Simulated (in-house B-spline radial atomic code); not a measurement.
# Ionising the rubidium ion Rb⁸⁺ with different functionals

Computed with an all-electron radial atomic-structure program (B-spline basis): scalar-relativistic (spin-free X2C) Hamiltonian, Fermi nucleus of rms radius 4.2036 fm, spin-polarised at highest spin, spherical fractional occupations for the functionals, and exact exchange of hybrids averaged over the configuration. The ionisation energy is the difference of two self-consistent energies, [Ar] 3d10 4s1 → [Ar] 3d10, without Breit or QED terms; ε is the level of the shell that loses the electron (its least bound occupied spin orbital). There is no spin-orbit coupling in this Hamiltonian.

```
   method                    rung  ΔSCF (eV)  -ε(4s) (eV)
     PBE0           global hybrid     151.67       145.48
    B3LYP           global hybrid     152.36       145.60
    TPSSh           global hybrid     151.36       144.25
   M06-2X           global hybrid     151.06       146.34
BHandHLYP           global hybrid     151.67       147.33
  r2SCAN0           global hybrid     151.03       145.75
    B97-1           global hybrid     151.19       144.73
    HSE06  range-separated hybrid     151.77       145.27
    wB97X  range-separated hybrid     150.11       147.94
CAM-B3LYP  range-separated hybrid     152.36       147.53
  LC-wPBE  range-separated hybrid     152.09       149.02
```

(1) Among the functionals, which spreads more, the ΔSCF values or the orbital energies?

(2) How do they compare with the NIST value?

## Answers

(1) The orbital energies: ΔSCF values span about 2.26 eV and the orbital energies 4.76 eV.

(2) NIST lists 150.63 eV ± 0.025 (measured, ground level to ground level). Errors run from -0.52 to +1.74 eV; r2SCAN0 is closest (+0.40 eV), but part of that can be cancellation, since the calculations leave out Breit-QED terms.
